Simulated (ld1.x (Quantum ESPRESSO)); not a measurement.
Which change was made? (S, TM)

sulfur, norm-conserving Troullier–Martins (Kleinman–Bylander form), made with ld1.x (Quantum ESPRESSO) 7.5 (LDA (PZ), scalar-relativistic). Core [Ne], reference 3s2 3p3 (charge +1). Waves: 3p (bound): rc 1.45 bohr; 3d channel at -0.1 Ry: rc 1.20 bohr; 3s (bound): rc 1.40 bohr. Local part: the s channel. Core correction: none.

Cutoffs, loose and tight: the cutoffs (Ry, on a coarse ladder) from which the occupation-weighted sum of valence levels, in a spherical-Bessel basis at the reference potential, stays within 10 and 1 mRy of its value at 400 Ry. They do not see the model core or the augmentation charge, which bear on the density cutoff. Test errors are all-electron minus pseudo excitation energies from the reference, over the configurations 3s2 3p4; 3s2 3p2; 3s2 3p1; 3s2 3p0; 3s2 3p3.5; 3s2 3p4.3; 3s1 3p5 (two spin-polarised tests are not counted in the largest error); variants that change the core or the reference have their own tests.

The base gives: outcome: generated; cutoff, loose: 40 Ry; cutoff, tight: 60 Ry; bound ghosts: none; largest test error (meV): +295.

(1) After one change the result is: outcome: generated; cutoff, loose: 50 Ry; cutoff, tight: 110 Ry; bound ghosts: none; largest test error (meV): +288. Which change was it?
A. all radii scaled by about 0.88 (s 1.22, p 1.28, d 1.06 bohr)
B. wave 3p (bound): rc 1.45 bohr becomes 3p (bound): rc 1.20 bohr
C. reference 3s2 3p4

Answers

(1) A. The others give: reference 3s2 3p4 → outcome: generated; cutoff, loose: 40 Ry; cutoff, tight: 60 Ry; bound ghosts: none; largest test error (meV): +126 | wave 3p (bound): rc 1.45 bohr becomes 3p (bound): rc 1.20 bohr → outcome: generated; cutoff, loose: 70 Ry; cutoff, tight: 120 Ry; bound ghosts: none; largest test error (meV): +268.
